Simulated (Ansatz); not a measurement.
Frontier orbitals of `[OH][Ge]([Cl])([Cl])[Cl]`.

```csv
atom,x (Å),y (Å),z (Å)
O1,-0.8904,0.6524,-0.9544
Ge2,0.2273,0.0258,0.2320
Cl3,-0.7942,-1.1017,1.7145
Cl4,1.6701,-1.2392,-0.6794
Cl5,1.1639,1.7030,1.0996
H6,-1.3767,-0.0404,-1.4123
```

Total charge 0; spin multiplicity 1. Correlated methods include outer-core shells of Ge, which these sets cover unevenly. Scalar relativity is left out up to krypton. Geometry: relaxed with PBE0-D4/def2-TZVP. It is one conformer, not always the lowest. Basis def2-TZVPP, the Gaussian-basis code of Ansatz.

Orbital energies of one run (eV). Highest occupied ones, from the top: -7.99, -8.04, -8.25, -8.52, -8.57, -8.68, -8.73, -9.69, -10.73, -10.74, -12.42, -14.59, -20.69, -20.75. Empty: -2.68, -0.58, -0.07, 0.06, 1.01, 3.75.

Q: Which functional gave them?
A. PBE
B. ωB97M-V
C. BHLYP
D. LC-ωPBE

A: A. HOMO energies: PBE -7.99, ωB97M-V -11.77, BHLYP -10.80, LC-ωPBE -12.36 eV.

LC-ωPBE has ω = 0.4 bohr⁻¹.
